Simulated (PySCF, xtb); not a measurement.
Mo(NH)2(Cl)(NH2) (ClH4MoN3), SMILES [Cl][Mo](=[NH])([NH2])=[NH], multiplicity 1. The values are those of a single conformer.

Harmonic wavenumbers (cm⁻¹) from xtb with GFN2-xTB at its own minimum, in rising order: 133, 152, 198, 198, 239, 318, 324, 526, 527, 537, 586, 633, 654, 659, 947, 1011, 1464, 3311, 3325, 3408, 3413.

What does PBE-D3(BJ)/def2-SVP run with PySCF give at its own minimum? (Estimate from the structure and the level; the computed values follow.)

148, 173, 216, 230, 269, 319, 384, 404, 473, 573, 592, 689, 698, 712, 962, 982, 1455, 3470, 3506, 3508, 3574. Paired by order, the mean absolute difference is 57 cm⁻¹ and the zero-point energies are 32.3 and 33.4 kcal/mol.
